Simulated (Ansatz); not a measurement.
System: C₆H₁₁, charge 0, multiplicity 2. It need not be the lowest isomer of its formula. 
Structure (B3LYP-D3(BJ)/def2-TZVP (Ansatz, a first-principles code) minimum search):
SMILES: CC1C[CH]CC1
```xyz
17

C      2.0217    -0.7925     0.1176
C      0.5790    -0.4066     0.4058
C     -0.4541    -1.0067    -0.5721
C     -1.6042    -0.0592    -0.5121
C     -1.2343     1.2031     0.1964
C      0.2960     1.1029     0.3329
H      2.3167    -0.4620    -0.8820
H      2.7067    -0.3364     0.8358
H      2.1617    -1.8748     0.1658
H      0.3170    -0.7479     1.4139
H     -0.0219    -1.0497    -1.5856
H     -0.7229    -2.0381    -0.3207
H     -2.5818    -0.2588    -0.9277
H     -1.5571     2.1063    -0.3314
H     -1.7054     1.2549     1.1902
H      0.7733     1.5139    -0.5624
H      0.6893     1.6469     1.1928
```
Charge 0, spin multiplicity 2.

Basis-set convergence of Hartree-Fock and CCSD correlation energies (hartree) with Ansatz. Valence correlation only, unless marked. UHF or UKS for open shells. No spin-orbit coupling. No relativistic terms.

```
basis    functions       E(HF)  E(corr, CCSD)
-------  ---------  ----------  -------------
cc-pVDZ        139  -233.59218       -0.89926
cc-pVTZ        334           ?              ?
```

Task: Fill in the missing entries.

Result: 
- cc-pVTZ, E(HF): -233.65352
- cc-pVTZ, E(corr, CCSD): -1.06574
